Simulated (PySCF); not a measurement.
**Orbital picture of InN**

MN15 at R = 2.218 Å; In def2-TZVPPD with ECP28, N def2-TZVPPD; scalar-relativistic core potentials (PySCF 2.14). State: ³Σ⁻ (triplet), unpaired electrons π ↑↑. Only the outer orbitals are listed, counted within each symmetry, core potentials removing the inner ones.

| spin | orbital | occ. | ε (eV) | on In (%) | main shells (%) |
| --- | --- | --- | --- | --- | --- |
| α | 5σ | 1 | -20.33 | 33 | 66 N s, 30 In d |
| α | 6σ | 1 | -10.70 | 66 | 66 In s, 30 N p |
| α | 3π | 1 | -8.78 | 6 | 94 N p |
| α | 3π | 1 | -8.78 | 6 | 94 N p |
| α | 7σ | 1 | -7.22 | 47 | 51 N p, 26 In s, 19 In p |
| α | 4π | 0 | -1.28 | 96 | 94 In p |
| α | 4π | 0 | -1.28 | 96 | 94 In p |
| α | 8σ | 0 | 0.70 | 103 | 91 In p, 8 In d |
| β | 5σ | 1 | -17.62 | 12 | 88 N s |
| β | 6σ | 1 | -10.22 | 79 | 78 In s, 16 N p |
| β | 7σ | 1 | -6.15 | 41 | 56 N p, 28 In p, 11 In s |
| β | 3π | 0 | -2.16 | 72 | 71 In p, 28 N p |
| β | 3π | 0 | -2.16 | 72 | 71 In p, 28 N p |
| β | 4π | 0 | 0.01 | 42 | 58 N p, 27 In p, 14 In d |

Which are the highest filled and the lowest empty level, where do they sit, and how wide is the gap?

Highest filled β 7σ at -6.15 eV (in %: 56 N p, 28 In p, 11 In s); lowest empty β 3π at -2.16 eV (in %: 71 In p, 28 N p); the gap at MN15 is 3.99 eV.

```
bond order (Mayer)                              : 0.93
⟨S²⟩                                            : 2.012
charge on In (Mulliken, basis-dependent)        : 0.42
charge on In (Löwdin, basis-dependent)          : 0.40
dipole moment (positive dipole means In(−)N(+)) : -2.69 D
```

Shares are Mulliken populations and can fall outside 0 to 100 %.

Spin–orbit coupling is left out. The state was picked by a PBE0 search and need not be the measured ground state.
